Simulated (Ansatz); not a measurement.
Start from `[GeH3][C]#[C][GeH3]` and change one atom or group to get `O[SiH2]C#[C][GeH3]`.

Ansatz, PBE0-D4/def2-TZVP geometries, multiplicity 1. Each molecule was computed in one conformer, which needn't be the lowest.

Scalar relativity is left out up to krypton.

| property | `[GeH3][C]#[C][GeH3]` |
| --- | --- |
| HOMO energy (ωB97M-V/def2-TZVPP) / eV | -10.17 |
| HOMO–LUMO gap (B3LYP/def2-TZVPP) / eV | 7.33 |
| LUMO energy (PBE/def2-TZVPP) / eV | -1.09 |
| size of the dipole moment (PBE/def2-TZVPP) / D | 0.00 |
| HOMO energy (PBE0/def2-TZVPP) / eV | -7.97 |
| LUMO energy (B3LYP/def2-TZVPP) / eV | -0.40 |

Problem. Give the same properties after the change, and the shifts. (Best estimate.)

Solution. Ansatz gave: 
| property | `O[SiH2]C#[C][GeH3]` | shift |
| --- | --- | --- |
| HOMO energy (ωB97M-V/def2-TZVPP) / eV | -10.28 | -0.11 |
| HOMO–LUMO gap (B3LYP/def2-TZVPP) / eV | 6.84 | -0.49 |
| LUMO energy (PBE/def2-TZVPP) / eV | -1.69 | -0.60 |
| size of the dipole moment (PBE/def2-TZVPP) / D | 1.70 | 1.70 |
| HOMO energy (PBE0/def2-TZVPP) / eV | -8.08 | -0.11 |
| LUMO energy (B3LYP/def2-TZVPP) / eV | -1.01 | -0.61 |

With PBE0 the HOMO falls by 0.11 eV and the LUMO falls by 0.61 eV, so the gap narrows by about 0.50 eV. PBE moves the HOMO by -0.08 eV and ωB97M-V by -0.11 eV.

B3LYP here is the variant with VWN-RPA as its local correlation; programs differ in this.
